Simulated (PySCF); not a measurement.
Computed shifts of a molecule C4H13NSi, HF/pcSseg-1 (PySCF), GIAO, gas phase, atoms alike by connectivity averaged where their shifts nearly agree, in ppm (number of nuclei): ¹³C: 57.6 (1), 32.9 (1), 28.5 (1), 17.1 (1). ¹⁵N: 41.0 (1). ²⁹Si: -56.1 (1). ¹H: 4.15 (3), 2.65 (2), 2.40 (2), 2.07 (1), 1.56 (3), 1.55 (1), -0.04 (1). References: ¹³C against TMS (σ = 192.6 ppm); ¹⁵N against NH3 (σ = 267.3 ppm); ²⁹Si against TMS (σ = 393.8 ppm); ¹H against TMS (σ = 31.99 ppm), references at their B3LYP-D3(BJ)/def2-TZVP geometries, non-relativistic. The structure is a stationary point at PBE-D3(BJ)/def2-SVP. The values are those of a single conformer.

**Question.** Which structure fits?
A. CNCCC[SiH3]
B. CC[Si@H](C)NC
C. CC(C)C[SiH2]N
D. CCCNC[SiH3]

**Answer.** D, CCCNC[SiH3]
